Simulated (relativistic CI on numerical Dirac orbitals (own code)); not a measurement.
Line list: Electric-dipole lines, Li⁺

Calculated at this level of theory: Dirac-Coulomb-Breit CI, orbitals from a KLI potential per configuration, model QED, valence Slater integrals scaled by 0.85, configuration energies shifted to the measured levels that pair with them (semi-empirical) (own radial code, finite nucleus).

CI space: 1s2, 1s.2s, 1s.2p, 1s.3s, 1s.3p, 1s.3d. Levels of other configurations are missing.

```csv
λ vac (Å),Lower,Upper,A (s⁻¹),gf,Branching (%)
178.73,1s2 1S_0 [1],1s.3p 3P°_1 [10],4.31e+03,6.19e-08,0.0
202.32,1s2 1S_0 [1],1s.2p 3P°_1 [4],1.79e+04,3.30e-07,0.1
1198.1,1s.2s 3S_1 [2],1s.3p 3P°_0 [12],2.22e+08,4.77e-02,98.8
1198.1,1s.2s 3S_1 [2],1s.3p 3P°_2 [11],2.22e+08,2.38e-01,98.8
1198.1,1s.2s 3S_1 [2],1s.3p 3P°_1 [10],2.22e+08,1.43e-01,98.8
1419.5,1s.2s 1S_0 [3],1s.3p 3P°_1 [10],1.75e+02,1.58e-07,0.0
1551.0,1s.2p 3P°_1 [4],1s.3s 1S_0 [9],1.38e+02,4.97e-08,0.0
1651.9,1s.2p 3P°_1 [4],1s.3s 3S_1 [8],8.28e+07,1.02e-01,33.3
1652.0,1s.2p 3P°_2 [5],1s.3s 3S_1 [8],1.38e+08,1.69e-01,55.5
1652.1,1s.2p 3P°_0 [6],1s.3s 3S_1 [8],2.76e+07,3.39e-02,11.1
1764.8,1s.2p 1P°_1 [7],1s.3s 1S_0 [9],3.51e+08,1.64e-01,100.0
1896.8,1s.2p 1P°_1 [7],1s.3s 3S_1 [8],5.04e+01,8.16e-08,0.0
5485.0,1s.2s 3S_1 [2],1s.2p 3P°_0 [6],2.37e+07,1.07e-01,100.0
5486.3,1s.2s 3S_1 [2],1s.2p 3P°_2 [5],2.37e+07,5.34e-01,100.0
5486.7,1s.2s 3S_1 [2],1s.2p 3P°_1 [4],2.37e+07,3.20e-01,99.9
21246.7,1s.3s 3S_1 [8],1s.3p 3P°_0 [12],2.62e+06,1.77e-01,1.2
21253.2,1s.3s 3S_1 [8],1s.3p 3P°_2 [11],2.62e+06,8.87e-01,1.2
21254.4,1s.3s 3S_1 [8],1s.3p 3P°_1 [10],2.62e+06,5.32e-01,1.2
```

Terms are leading LS components. Brackets give the number of a level in order of energy, since labels repeat. The list gives strong lines, with weight on those to low levels, without configurations that were not tied to measured data, without lines whose two gauges differ by over a factor of 2.5, and without lines across small gaps between configurations, and without 8 lines that miss the measured interval by over 3.5 %, start from a term whose rates miss tabulated ones by over 60 %, have gauges far apart or, lacking measured levels, span too small a gap for the errors found; lines with a level outside our table were not tested and can miss by more. Levels whose partners in the same complex of configurations lie outside the list can be far off, and so can their lines. Rates are taken at the computed energies, electric ones in the length gauge.

Configurations whose levels could be paired with our table of measured levels were shifted onto them, all but the ground configuration, by the median error of their levels; single terms can still be off by 1,000 to 2,000 cm⁻¹ or more, and rates follow the energies as ν³ (E1, M1) or ν⁵ (E2). The others borrow a shift and can be off by several thousand cm⁻¹ or more. The fine structure of a lone outer electron comes out too small, for d and f at times inverted, and misplaced configurations move strength between like terms. 11 of the 11 excited levels that our extract of the measured tables holds in this range could be paired (the sources list more); they are missed by 86 cm⁻¹ on average and 595 at most, after the shifts were fitted to these levels, and levels without a partner can miss by more.
